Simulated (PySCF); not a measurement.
# How the method changes the shape and vibrations of BCFH3Si cation

These are calculations, not measurements. They come from PySCF 2.14.0, an open-source quantum chemistry program, on an isolated molecule that a program drew, which may never have been made. The molecule is BCFH3Si cation (charge +1, singlet), drawn as the SMILES string `[BH+]C=[SiH]F`.

The geometry was optimised and harmonic frequencies were computed with HF and MP2, all in the cc-pV(D+d)Z basis, for the commonest isotopes, with a restricted reference for singlets and an unrestricted one otherwise, and a frozen core in MP2. Each result is a local minimum of its method.

Geometry at the HF minimum:
```xyz
7
BCFH3Si cation, angstrom
B    -0.2225   -1.0884   -1.7443
C     0.2594    0.0947   -2.3526
Si    0.0590    1.6626   -1.6513
F    -0.6915    1.7792   -0.2778
H    -0.6286   -2.0576   -1.2250
H     0.7818    0.0246   -3.3071
H     0.5052    2.9410   -2.1752
```

Lengths of the bonds as drawn, in Å (atoms numbered as above):
```
  bond     HF    MP2
 B1-C2  1.415  1.422
C2-Si3  1.729  1.744
Si3-F4  1.570  1.591
 B1-H5  1.172  1.182
 C2-H6  1.090  1.102
Si3-H7  1.452  1.460
```

Rotational constants, in GHz:
| constant | HF | MP2 |
|---|---|---|
| A | 13.5 | 13.16 |
| B | 4.563 | 4.524 |
| C | 3.411 | 3.367 |

Harmonic frequencies in cm^-1, each column in rising order, so a row needn't be the same motion in every method:
| rank | HF | MP2 |
|---|---|---|
| 1 | 143 | 127 |
| 2 | 195 | 175 |
| 3 | 389 | 350 |
| 4 | 553 | 516 |
| 5 | 666 | 608 |
| 6 | 792 | 751 |
| 7 | 809 | 759 |
| 8 | 823 | 765 |
| 9 | 905 | 856 |
| 10 | 1052 | 983 |
| 11 | 1086 | 1030 |
| 12 | 1495 | 1458 |
| 13 | 2494 | ? |
| 14 | 2981 | 2891 |
| 15 | 3285 | 3188 |

**Estimate the missing MP2 frequency from the HF column.**

A single factor s that minimises the squared misfit of MP2 against s times HF over the other rows is sum(HF x MP2) / sum(HF^2) = 0.9634, with an rms misfit of 21 cm^-1. For rank 13 it gives 0.9634 x 2494 = 2403 cm^-1. The calculation gives 2420 cm^-1, 17 cm^-1 above the estimate. The drawn bonds are on average 0.9 % longer in MP2 than in HF.
